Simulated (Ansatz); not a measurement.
```xyz
10

C     0.0099    0.0436   -0.0224
C     1.3973   -0.0464    0.0074
C    -0.7281    1.2056   -0.0411
C    -0.6992   -1.2062    0.0457
H     1.9576   -0.8907   -0.0080
H     1.9867    0.9069   -0.0392
H    -1.7582    1.2712    0.0080
H    -0.1776    2.1782    0.0500
H    -1.8456   -1.2567   -0.0129
H    -0.1911   -2.1629   -0.0450
```

Basis set: STO-3G (spherical functions). Left uncorrelated: 4 orbitals. Charge 0, multiplicity 3.

Computed with Ansatz (development build ahead of 0.2.0); each method stands on the lowest determinant of its kind that the runs found.

Q: Give the atomization energy at this shape (free ground-state atoms in the same class of orbitals less the molecule, no zero-point energy) of triplet C4H6 by UHF-MP2, UHF.

A:

```json
{"method": "UHF-MP2", "atomization energy": "4015.8 kJ/mol"}
{"method": "UHF", "atomization energy": "3698.5 kJ/mol"}
```

Caution: the shape is not the minimum; the unrestricted determinant is spin contaminated.

This basis has no polarisation functions and is too small for such energies, which can lie far from measured ones in either direction.
